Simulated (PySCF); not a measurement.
CH3BO, SMILES [BH3-]C#[O+]. Atoms are numbered in the order given.

```xyz
6

B      0.0000     0.0000    -1.3356
H      1.0104     0.5834    -1.6430
H     -1.0104     0.5834    -1.6430
H      0.0000    -1.1667    -1.6430
C      0.0000     0.0000     0.1841
O      0.0000     0.0000     1.3128
```
Charge 0, spin multiplicity 1.

The structure is a stationary point at B3LYP-D3(BJ)/def2-TZVP.

All values below come from TDA-CAM-B3LYP/def2-SVPD run with PySCF.

Vertical excitations; the highest root listed may be one member of a degenerate set.  State labels are in the subgroup Cs.

Computed UV-visible absorptions:
```tsv
state	symmetry	energy (eV)	λ (nm)	f	main pairs
S1	A"	6.47	192	0.000	HOMO−1→LUMO 50 %, HOMO→LUMO+1 50 %
S2	A"	6.75	184	0.018	HOMO→LUMO+1, HOMO−1→LUMO (degenerate set)
S3	A'	6.75	184	0.018	HOMO→LUMO, HOMO−1→LUMO+1 (degenerate set)
S4	A'	8.70	142	0.790	HOMO−1→LUMO+1 45 %, HOMO→LUMO 45 %
S5	A"	8.74	142	0.047	HOMO−2→LUMO (degenerate set)
S6	A'	8.74	142	0.047	HOMO−2→LUMO+1 (degenerate set)
S7	A'	8.88	140	0.082	HOMO−1→LUMO+2 (degenerate set)
S8	A"	8.88	140	0.082	HOMO→LUMO+2 (degenerate set)
S9	A"	10.18	122	0.000	HOMO−4→LUMO 49 %, HOMO−3→LUMO+1 49 %
S10	A"	10.27	121	0.019	HOMO→LUMO+3 87 %
T1	A'	5.83	213	0	HOMO→LUMO 49 %, HOMO−1→LUMO+1 49 %
T2	A"	6.09	203	0	HOMO−1→LUMO, HOMO→LUMO+1 (degenerate set)
T3	A'	6.09	203	0	HOMO−1→LUMO+1, HOMO→LUMO (degenerate set)
T4	A"	6.46	192	0	HOMO→LUMO+1 50 %, HOMO−1→LUMO 50 %
```
Triplets are in the Tamm–Dancoff approximation.
